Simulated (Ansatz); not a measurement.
This singlet lies 2.57 eV below the relaxed triplet at the level frozen-core CCSD(T)/cc-pVTZ // PBE0-D3(BJ)/def2-TZVP (Ansatz, a first-principles code).

Species: CFNSi, SMILES `[C-]#[N+][Si]F` (lower singlet) (charge 0, multiplicity 1).

### Question
Give a relaxed geometry from PBE0-D3(BJ)/def2-TZVP in Ansatz.

### Answer
the end point of this relaxation (outside a Z-matrix the atoms follow the SMILES, hydrogens last).
Cartesian coordinates (Å) in one orientation:
```xyz
4

C     -1.886    -0.143     0.187
N     -0.727     0.018     0.053
Si     0.865     0.714    -0.259
F      1.749    -0.589     0.020
```
